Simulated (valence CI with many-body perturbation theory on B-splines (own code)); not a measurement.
Level structure of Rh XXX

Computed by configuration interaction combined with many-body perturbation theory (CI+MBPT): six valence electrons over a frozen Dirac-Fock core [Ne], a basis of 9 s, 9 p, 8 d, 6 f, 3 g, 1 h functions for each j, with the one-electron correlation potential Σ1, the two-electron term Σ2, the three-electron term Σ3, Breit, model QED; selected CI, second order for the rest, scaled by the run's own slope (own B-spline code, finite nucleus).

The last digits are not significant, and no measured levels were compared; by estimate large intervals hold to a few tenths of a per cent, small ones and those within an open d or f shell to about a per cent. Among the levels kept, up to 1500 cm⁻¹ of a level comes from second order outside the variational space, and about a tenth of that is noise between levels of different J, which matters for small intervals.

Levels 1 to 37 of 37, with energies above the lowest level, (3s^2 3p1/2^2 3p3/2^2) J=2. "Leading %" is the weight of the configuration and term that name the level; weights of strongly mixed levels are sums over their largest components and can fall short. In the jj column 3d3/2^4 stands for four electrons in 3d with j = 3/2.

```
No.  Configuration  Term  J  E (cm⁻¹)  Leading %      g                       Leading jj
  1         3s²3p⁴    ³P  2         0         75  1.377      3s^2 3p1/2^2 3p3/2^2 (97 %)
  2         3s²3p⁴    ¹S  0     76047         51             3s^2 3p1/2^2 3p3/2^2 (95 %)
  3         3s²3p⁴    ³P  1    248610         98  1.498        3s^2 3p1/2 3p3/2^3 (98 %)
  4         3s²3p⁴    ¹D  2    294530         74  1.115        3s^2 3p1/2 3p3/2^3 (97 %)
  5         3s²3p⁴    ³P  0    578120         51                     3s^2 3p3/2^4 (95 %)
  6          3s3p⁵   ³P°  2    897910         70  1.485        3s 3p1/2^2 3p3/2^3 (70 %)
  7          3s3p⁵   ³P°  1    946430         25  1.282  3s^2 3p1/2^2 3p3/2 3d3/2 (51 %)
  8       3s²3p³3d   ³F°  2    979250         31  1.051  3s^2 3p1/2^2 3p3/2 3d3/2 (83 %)
  9       3s²3p³3d   ⁵D°  0    993580         52         3s^2 3p1/2^2 3p3/2 3d3/2 (84 %)
 10       3s²3p³3d   ⁵D°  3    994480         36  1.253  3s^2 3p1/2^2 3p3/2 3d3/2 (72 %)
 11       3s²3p³3d   ⁵D°  4   1043500         50  1.341  3s^2 3p1/2^2 3p3/2 3d5/2 (88 %)
 12       3s²3p³3d   ⁵D°  1   1055500         44  1.394  3s^2 3p1/2^2 3p3/2 3d3/2 (29 %)
 13       3s²3p³3d   ⁵D°  2   1088900         41  1.325  3s^2 3p1/2^2 3p3/2 3d5/2 (60 %)
 14       3s²3p³3d   ³G°  3   1139300         32  1.079  3s^2 3p1/2^2 3p3/2 3d5/2 (51 %)
 15          3s3p⁵   ³P°  0   1150700         62                 3s 3p1/2 3p3/2^4 (62 %)
 16       3s²3p³3d   ³D°  1   1179300         64  0.797  3s^2 3p1/2^2 3p3/2 3d5/2 (52 %)
 17       3s²3p³3d   ¹P°  1   1185700         23  1.062  3s^2 3p1/2 3p3/2^2 3d3/2 (62 %)
 18       3s²3p³3d   ³F°  2   1198900         47  0.976  3s^2 3p1/2 3p3/2^2 3d3/2 (90 %)
 19       3s²3p³3d   ¹S°  0   1212600         55         3s^2 3p1/2 3p3/2^2 3d3/2 (56 %)
 20       3s²3p³3d   ³F°  3   1222800         60  1.135  3s^2 3p1/2 3p3/2^2 3d3/2 (77 %)
 21       3s²3p³3d   ³D°  3   1251200         64  1.276  3s^2 3p1/2 3p3/2^2 3d5/2 (87 %)
 22       3s²3p³3d   ³D°  1   1256300         60  0.762  3s^2 3p1/2 3p3/2^2 3d5/2 (35 %)
 23       3s²3p³3d   ³G°  4   1261300         64  1.175  3s^2 3p1/2 3p3/2^2 3d5/2 (52 %)
 24       3s²3p³3d   ³F°  4   1278500         44  1.176  3s^2 3p1/2 3p3/2^2 3d5/2 (51 %)
 25       3s²3p³3d   ³F°  4   1311400         51  1.137  3s^2 3p1/2 3p3/2^2 3d5/2 (82 %)
 26       3s²3p³3d   ³F°  2   1317300         44  0.925  3s^2 3p1/2 3p3/2^2 3d3/2 (80 %)
 27       3s²3p³3d   ³G°  5   1327900         98  1.196  3s^2 3p1/2 3p3/2^2 3d5/2 (98 %)
 28       3s²3p³3d   ³S°  1   1372900         29  1.378  3s^2 3p1/2 3p3/2^2 3d5/2 (42 %)
 29       3s²3p³3d   ³P°  0   1390800         52         3s^2 3p1/2 3p3/2^2 3d5/2 (55 %)
 30       3s²3p³3d   ³D°  2   1398700         45  1.240  3s^2 3p1/2 3p3/2^2 3d5/2 (78 %)
 31       3s²3p³3d   ³P°  2   1406600         44  1.208  3s^2 3p1/2 3p3/2^2 3d3/2 (42 %)
 32       3s²3p³3d   ³D°  3   1413600         62  1.175  3s^2 3p1/2 3p3/2^2 3d3/2 (48 %)
 33       3s²3p³3d   ³F°  3   1430500         37  1.152  3s^2 3p1/2 3p3/2^2 3d5/2 (90 %)
 34       3s²3p³3d   ³D°  2   1445500         35  1.107  3s^2 3p1/2 3p3/2^2 3d5/2 (54 %)
 35       3s²3p³3d   ³P°  1   1448000         51  1.342  3s^2 3p1/2 3p3/2^2 3d3/2 (63 %)
 36       3s²3p³3d   ¹F°  3   1469600         47  1.074  3s^2 3p1/2 3p3/2^2 3d5/2 (39 %)
 37       3s²3p³3d   ³S°  1   1492200         37  1.380  3s^2 3p1/2 3p3/2^2 3d3/2 (42 %)
```

Where two levels of one J and parity lie close, their mixing, g and order are uncertain.

The ionisation energy to 3s²3p³ ⁴S°3/2 of the next ion comes out as 1680.7 eV (NIST: 1677.6 ± 2.2 eV (semi-empirical)). All 37 levels together are meant to be complete up to 1528200 cm⁻¹.
